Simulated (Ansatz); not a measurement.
Two isomers of C3H6FNSi: A = `C=N/C([SiH3])=C\F`, B = `NC1(F)C=C[SiH2]1`.

Program: Ansatz. Geometries: PBE0-D4/def2-TZVP. ΔE: electronic, gas phase. CCSD(T)/CBS adds triple-zeta CCSD(T) − MP2 to the extrapolated MP2 energy (def2 sets, frozen cores). Functionals use def2-TZVPP. B3LYP here is the variant with VWN-RPA as its local correlation; programs differ in this. Each species was taken in one conformer, which may not be the lowest.

A:

Z-matrix (Å, degrees):
```
Si
C 1 1.869
H 1 1.486 2 109.7
H 1 1.486 2 108.0 3 119.4
H 1 1.484 2 110.5 3 -119.9
N 2 1.397 1 117.2 3 62.6
C 2 1.332 1 118.9 3 -124.0
C 6 1.261 2 120.4 1 -119.8
F 7 1.338 2 122.7 1 -176.2
H 7 1.083 2 124.5 1 0.4
H 8 1.089 6 118.8 2 -178.8
H 8 1.095 6 123.3 2 1.5
```

B:

```xyz
12

N     1.615   -0.337   -0.644
C     0.303   -0.567   -0.197
F    -0.044   -1.939   -0.273
C    -0.748    0.253   -0.911
C    -1.350    1.032   -0.002
Si   -0.336    0.328    1.384
H     1.752   -0.626   -1.606
H     2.309   -0.779   -0.058
H    -0.941    0.186   -1.983
H    -2.129    1.758   -0.193
H    -1.038   -0.532    2.372
H     0.606    1.223    2.110
```

**Question.** Which is lower in electronic energy at CCSD(T)/CBS, and by how much? (Estimate.)

**Answer.** Ansatz gave: B, by 12.5 kcal/mol.

**Question.** Give E(B) − E(A) in kcal/mol with CCSD/def2-TZVPP, B2PLYP, PBE0-D4, r2SCAN-D4, B3LYP-D4, CCSD(T)/def2-TZVPP, PBE-D4. (Best estimate.)

**Answer.** The calculation gave: CCSD/def2-TZVPP -11.0, B2PLYP -9.2, PBE0-D4 -14.0, r2SCAN-D4 -11.2, B3LYP-D4 -7.7, CCSD(T)/def2-TZVPP -10.7, PBE-D4 -11.1. None reverses the order clearly.

Largest T1 diagnostic: 0.014.

From PBE to PBE0 (25 % exact exchange), in def2-TZVPP and without D4, E(B) − E(A) moves by −2.9 kcal/mol. In def2-TZVPP, CCSD(T) changes the Hartree–Fock value by −3.6 kcal/mol (the triples alone add +0.3 kcal/mol) and MP2 by −6.0 kcal/mol.
